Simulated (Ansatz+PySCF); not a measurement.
# singlet AlCl4(-): levels of theory in one basis

```xyz
5

Al   -0.0487   -0.0071   -0.0089
Cl    1.2104    1.2526    1.2165
Cl    1.2018   -1.2663   -1.2481
Cl   -1.2303    1.2710   -1.2078
Cl   -1.2438   -1.2684    1.2029
```

Basis set: def2-SVP (spherical functions). Correlated methods keep 25 orbitals frozen. Charge -1, multiplicity 1.

Computed with Ansatz (development build ahead of 0.2.0); each method stands on the lowest determinant of its kind that the runs found.

| method | E − E(RHF) (eV) | <S²> of the determinant |
| --- | --- | --- |
| RHF | 0.00 | 0.00 |
| RHF-MP2 | -15.93 | – |
| RHF-CCSD | -17.22 | – |

**Question.** What does RHF-CCSD(T) give on the same scale?

**Answer.** -17.52 eV.

**Question.** Is a single determinant a sound starting point here?

**Answer.** By this sign, yes. Unrestricted orbitals gain 0.00 eV and <S²> is 0.00 against 0.00 for a pure state.

Caution: no diffuse functions for an anion.
